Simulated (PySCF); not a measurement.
Members of one series of related molecules.

All values: B3LYP/def2-SVPD (PySCF) at PBE0-D3(BJ)/def2-SVP geometries, gas phase, one conformer each. Core orbitals are frozen in the response; Δα² is half the sum of the squared differences of the principal polarisabilities.

Question: Rank by vertical ionisation energy (ΔSCF), highest first.
A. `[BH3-][O+]1CCC[C@H]1B(F)F`
B. `[BH3-][O+]1CCC[C@H]1CC`
C. `[BH3-][O+]1CCC[C@H]1O[SiH3]`

Answer: A (10.41 eV), C (9.72 eV), B (9.59 eV).

Question: Rank by HOMO–LUMO gap, lowest first.
A. `[BH3-][O+]1CCC[C@H]1B(F)F`
B. `[H]/N=C/[C@H]1CCC[O+]1[BH3-]`
C. `[BH3-][O+]1CCC[C@H]1O[SiH3]`

Answer: B (6.29 eV), C (7.28 eV), A (7.90 eV).

All values together:

```
                      SMILES     formula  μ (D)  HOMO (eV)  LUMO (eV)  α (Å³)  Δα (Å³)  electrons  α per electron (Å³)  ΔSCF removal energy (eV)
      [BH3-][O+]1CCC[C@H]1CC     C6H15BO   5.38      -7.29       0.08   13.72     2.06         64                0.214                      9.59
   [BH3-][O+]1CCC[C@H]1B(F)F  C4H10B2F2O   5.73      -8.19      -0.28   11.97     2.28         70                0.171                     10.41
 [BH3-][O+]1CCC[C@H]1O[SiH3]  C4H13BO2Si   4.46      -7.44      -0.15   14.61     2.35         72                0.203                      9.72
[H]/N=C/[C@H]1CCC[O+]1[BH3-]    C5H12BNO   3.88      -7.45      -1.16   12.96     3.08         62                0.209                      9.54
```

Conformers: `[BH3-:1][O+:2]1[CH2:3][CH2:4][CH2:5][C@H:6]1[CH2:7][CH3:8]` with C5–C6–C7–C8 173°, B1–O2–C3–C4 -150°, O2–C3–C4–C5 33°, C3–C4–C5–C6 -39°, C4–C5–C6–C7 -88°; `[BH3-:1][O+:2]1[CH2:3][CH2:4][CH2:5][C@H:6]1[B:7]([F:8])[F:9]` with C5–C6–B7–F8 -116°, B1–O2–C3–C4 -169°, O2–C3–C4–C5 4°, C3–C4–C5–C6 21°, C4–C5–C6–B7 -147°; `[BH3-:1][O+:2]1[CH2:3][CH2:4][CH2:5][C@H:6]1[O:7][SiH3:8]` with C5–C6–O7–Si8 178°, B1–O2–C3–C4 -160°, O2–C3–C4–C5 34°, C3–C4–C5–C6 -41°, C4–C5–C6–O7 -85°; `[H]/[N:8]=[CH:7]/[C@@H:6]1[O+:2]([BH3-:1])[CH2:3][CH2:4][CH2:5]1` with C5–C6–C7–N8 21°, B1–O2–C3–C4 162°, O2–C3–C4–C5 -37°, C3–C4–C5–C6 37°, C4–C5–C6–C7 93°.
